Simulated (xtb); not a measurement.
Si(F)(H)2(SH) (FH3SSi), SMILES F[SiH2]S. All values are semi-empirical tight-binding results from xtb (GFN2-xTB unless named), good for trends rather than for accurate numbers. Geometry optimised at GFN2-xTB. Other conformers were not sampled.

Optimised geometry:

Bonded distances (Å): Si1–F2 1.598, Si1–S3 2.139, Si1–H4 1.448, Si1–H5 1.448, S3–H6 1.326. Angles (°): F2–Si1–S3 105.1, F2–Si1–H4 106.3, F2–Si1–H5 106.3, S3–Si1–H4 110.5, S3–Si1–H5 110.6, H4–Si1–H5 117.1, Si1–S3–H6 96.0.

Estimate the properties. (The exact figures need the calculation; the answer reports its results.)


```json
{
 "point_group_as_xtb_finds_it": "Cs",
 "orbital_gap": "4.75 eV",
 "zero_point_energy": "17.4 kcal/mol",
 "G − E(el) at 298.15 K (modified RRHO)": "-0.2 kcal/mol",
 "static polarisability (D4 model)": "53.2 bohr³",
 "solvation energy, GFN2-xTB/ALPB(water)": "-0.6 kcal/mol",
 "solvation energy, GFN2-xTB/ALPB(acetone)": "-3.1 kcal/mol"
}
```

Give the atomic charges and the Wiberg bond orders between heavy atoms. (An estimate is asked for; the answer gives what the named calculation found.)

charges (e) Si1 0.56, F2 -0.25, S3 -0.35, H4 -0.05, H5 -0.05, H6 0.16. Bond orders Si1–F2 1.13, Si1–S3 1.02.
